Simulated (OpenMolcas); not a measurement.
# OpenMolcas run: Tb²⁺

Input:

```
&GATEWAY
Coord
1

Tb 0.0 0.0 0.0
Basis=ANO-R2
Group=XYZ
NoMove
AngMom=0.0 0.0 0.0
AMFI
&SEWARD
* reference wave functions (RASSCF and RASSI steps not shown): 9 electrons in 7 orbitals (4f)
>>> COPY JOB001 $Project.JobIph
&CASPT2
Multistate=21 1 2 3 4 5 6 7 8 9 10 11 12 13 14 15 16 17 18 19 20 21
Frozen=14 9
IPEA=0.25
Imaginary=0.1
MaxIter=60
WThr=0.0 0.3 0.05
PrWF=0.5
NoMix
>>> COPY JOB002 $Project.JobIph
&CASPT2
Multistate=128 1 2 3 4 5 6 7 8 9 10 11 12 13 14 15 16 17 18 19 20 21 22
23 24 25 26 27 28 29 30 31 32 33 34 35 36 37 38 39 40 41 42 43 44 45 46
47 48 49 50 51 52 53 54 55 56 57 58 59 60 61 62 63 64 65 66 67 68 69 70
71 72 73 74 75 76 77 78 79 80 81 82 83 84 85 86 87 88 89 90 91 92 93 94
95 96 97 98 99 100 101 102 103 104 105 106 107 108 109 110 111 112 113
114 115 116 117 118 119 120 121 122 123 124 125 126 127 128
NoMult
Frozen=14 9
IPEA=0.25
Imaginary=0.1
MaxIter=60
WThr=0.0 0.3 0.05
PrWF=0.5
NoMix
>>> COPY JOB003 $Project.JobIph
&CASPT2
Multistate=143 1 2 3 4 5 6 7 8 9 10 11 12 13 14 15 16 17 18 19 20 21 22
23 24 25 26 27 28 29 30 31 32 33 34 35 36 37 38 39 40 41 42 43 44 45 46
47 48 49 50 51 52 53 54 55 56 57 58 59 60 61 62 63 64 65 66 67 68 69 70
71 72 73 74 75 76 77 78 79 80 81 82 83 84 85 86 87 88 89 90 91 92 93 94
95 96 97 98 99 100 101 102 103 104 105 106 107 108 109 110 111 112 113
114 115 116 117 118 119 120 121 122 123 124 125 126 127 128 129 130 131
132 133 134 135 136 137 138 139 140 141 142 143
NoMult
Frozen=14 9
IPEA=0.25
Imaginary=0.1
MaxIter=60
WThr=0.0 0.3 0.05
PrWF=0.5
NoMix
```

Output, cut to the results:

```
--- CASPT2 ---
Orbital specifications:
      -----------------------

      Symmetry species                           1   2
                                                ag  au
      Frozen orbitals                           14   9
      Inactive orbitals                          1   3
      Active orbitals                            0   7
      Secondary orbitals                        22  20
      Deleted orbitals                           0   0
      Number of basis functions                 37  39
Type of calculation                        MS-CASPT2
      Fock operator                              state-specific
      IPEA shift                                 0.25
      Real shift                                 0.00
      Imaginary shift                            0.10
      The input orbitals will be transformed to quasi-canonical
Reference energy:      -11703.6477619897
      E2 (Non-variational):      -0.7026848609
      Shift correction:          -0.0004883749
      E2 (Variational):          -0.7031732358
      Total energy:          -11704.3509352255
      Residual norm:              0.0000002508
      Reference weight:           0.87065
      Contributions to the CASPT2 correlation energy
      Active & Virtual Only:         -0.2800025190
      One Inactive Excited:          -0.2641844234
      Two Inactive Excited:          -0.1584979185
Reference energy:      -11703.6477619897
      E2 (Non-variational):      -0.7023138281
      Shift correction:          -0.0004833096
      E2 (Variational):          -0.7027971377
      Total energy:          -11704.3505591274
      Residual norm:              0.0000002580
      Reference weight:           0.87097
      Contributions to the CASPT2 correlation energy
      Active & Virtual Only:         -0.2797433876
      One Inactive Excited:          -0.2640566179
      Two Inactive Excited:          -0.1585138226
::    CASPT2 Root  1     Total energy: -11704.35093523
::    CASPT2 Root  2     Total energy: -11704.35055913
::    CASPT2 Root  3     Total energy: -11704.35074422
::    CASPT2 Root  4     Total energy: -11704.35086285
::    CASPT2 Root  5     Total energy: -11704.35067054
::    CASPT2 Root  6     Total energy: -11704.35127031
::    CASPT2 Root  7     Total energy: -11704.35097566
::    CASPT2 Root  8     Total energy: -11704.35082261
::    CASPT2 Root  9     Total energy: -11704.35079484
::    CASPT2 Root 10     Total energy: -11704.35069273
::    CASPT2 Root 11     Total energy: -11704.35087350
::    CASPT2 Root 12     Total energy: -11704.32821165
::    CASPT2 Root 13     Total energy: -11704.32800665
::    CASPT2 Root 14     Total energy: -11704.32818571
::    CASPT2 Root 15     Total energy: -11704.32819756
::    CASPT2 Root 16     Total energy: -11704.32804631
::    CASPT2 Root 17     Total energy: -11704.32824576
::    CASPT2 Root 18     Total energy: -11704.32822591
::    CASPT2 Root 19     Total energy: -11704.23152718
::    CASPT2 Root 20     Total energy: -11704.23152715
::    CASPT2 Root 21     Total energy: -11704.23152717
::    MS-CASPT2 Root  1     Total energy: -11704.35153110
::    MS-CASPT2 Root  2     Total energy: -11704.35131086
::    MS-CASPT2 Root  3     Total energy: -11704.35122765
::    MS-CASPT2 Root  4     Total energy: -11704.35105558
::    MS-CASPT2 Root  5     Total energy: -11704.35101158
::    MS-CASPT2 Root  6     Total energy: -11704.35082570
::    MS-CASPT2 Root  7     Total energy: -11704.35068647
::    MS-CASPT2 Root  8     Total energy: -11704.35063983
::    MS-CASPT2 Root  9     Total energy: -11704.35039632
--- CASPT2 ---
Orbital specifications:
      -----------------------

      Symmetry species                           1   2
                                                ag  au
      Frozen orbitals                           14   9
      Inactive orbitals                          1   3
      Active orbitals                            0   7
      Secondary orbitals                        22  20
      Deleted orbitals                           0   0
      Number of basis functions                 37  39
Type of calculation                        SS-CASPT2
      Fock operator                              state-specific
      IPEA shift                                 0.25
      Real shift                                 0.00
      Imaginary shift                            0.10
      The input orbitals will be transformed to quasi-canonical
Reference energy:      -11703.5449771354
      E2 (Non-variational):      -0.7135246399
      Shift correction:          -0.0004801958
      E2 (Variational):          -0.7140048357
      Total energy:          -11704.2589819711
      Residual norm:              0.0000008611
      Reference weight:           0.86938
      Contributions to the CASPT2 correlation energy
      Active & Virtual Only:         -0.2892454305
      One Inactive Excited:          -0.2653699251
      Two Inactive Excited:          -0.1589092843
Reference energy:      -11703.5449771354
      E2 (Non-variational):      -0.7136488027
      Shift correction:          -0.0004809487
      E2 (Variational):          -0.7141297514
      Total energy:          -11704.2591068867
      Residual norm:              0.0000008569
      Reference weight:           0.86931
      Contributions to the CASPT2 correlation energy
      Active & Virtual Only:         -0.2893055893
      One Inactive Excited:          -0.2654396384
      Two Inactive Excited:          -0.1589035749
::    CASPT2 Root  1     Total energy: -11704.25898197
::    CASPT2 Root  2     Total energy: -11704.25910689
::    CASPT2 Root  3     Total energy: -11704.25897975
::    CASPT2 Root  4     Total energy: -11704.25898845
::    CASPT2 Root  5     Total energy: -11704.25889902
::    CASPT2 Root  6     Total energy: -11704.25903934
::    CASPT2 Root  7     Total energy: -11704.25900278
::    CASPT2 Root  8     Total energy: -11704.25897927
::    CASPT2 Root  9     Total energy: -11704.25902497
...
```

Levels above the lowest, from the spin-orbit matrix with the multistate effective Hamiltonian, averaged by term, added to it:

```
Configuration    Term     J  E (cm-1)  Measured (cm-1)  Term weight %     Second
          4f9     6H*  15/2       0.0              0.0             95   5 4I*(1)
          4f9     6H*  13/2      2960             2805             97   3 4I*(1)
          4f9     6H*  11/2      5030             4735             95   2 4G*(1)
          4f9     6H*   9/2      6650             6258             95   4 4G*(1)
          4f9     6F*  11/2      7040             6470             96   3 4G*(2)
          4f9     6H*   7/2      7920             7422             94   5 4G*(1)
          4f9     6F*   9/2      8210             7622             90   8 4F*(1)
          4f9     6H*   5/2      8880             8286             94   6 4G*(1)
          4f9     6F*   7/2      9830                              93   6 4F*(1)
          4f9     6F*   5/2     11030            10220             94      3 4D*
          4f9     6F*   3/2     11740                              93      6 4D*
          4f9     6F*   1/2     12180                              92      7 4D*
          4f9  4F*(1)   9/2     19210                              69  18 4G*(1)
          4f9  4I*(1)  15/2     20850                              65     13 2K*
          4f9  4G*(1)  11/2     21450                              92      2 6H*
          4f9  4F*(1)   7/2     23310                              65  21 4G*(1)
          4f9  4I*(1)  13/2     23710                              77     13 4K*
          4f9     4M*  21/2     24330                              95      5 2N*
          4f9     4K*  17/2     24890                              48     23 4L*
          4f9     4M*  19/2     25390                              66     31 4L*
          4f9  4I*(1)  11/2     25760                              87      8 4K*
          4f9  4F*(1)   5/2     26530                              54  20 4G*(1)
          4f9     4D*   3/2     26680                              38     29 4P*
          4f9  4I*(1)   9/2     26940                              85      7 2H*
```

Against the 8 measured excited levels shown (Martin, Zalubas and Hagan, Atomic Energy Levels: The Rare-Earth Elements, NSRDS-NBS 60 (1978)) the mean absolute deviation is 490 cm-1; the largest miss in energy is 4f9 6F* 5/2: computed 11030, measured 10220 cm-1 (+7.9 %).

CASPT2 breaks the degeneracy within a term, and the mean is taken; among the terms shown or strongly mixed into the levels shown the widest spread is 280 cm-1 (4f9 6H*). Blocks of more than 70 roots (2S+1 = 4 odd, 2 odd) ran without multistate coupling. High states are left out of the spin-orbit mixing, which shifts the levels that they would mix with. Computed and measured levels are paired by configuration, term and J; levels that our copy of the source lacks, or whose pairing is in doubt (as where it misses far off the trend of its configuration), stay unpaired and out of the deviations. Only configurations of the active space appear. The first state left out of the spin-orbit step lies near 48000 cm-1 above the lowest spin-free state of the reference (among the parities and spins computed), and the list stops at four fifths of that energy or lower. The table shows the lowest 24 of 55 levels.

The term weight is that of the spin-free term in the level, not the purity of its configuration. A number in round brackets counts repeated terms of one configuration in the order of the reference energies. * marks odd parity.
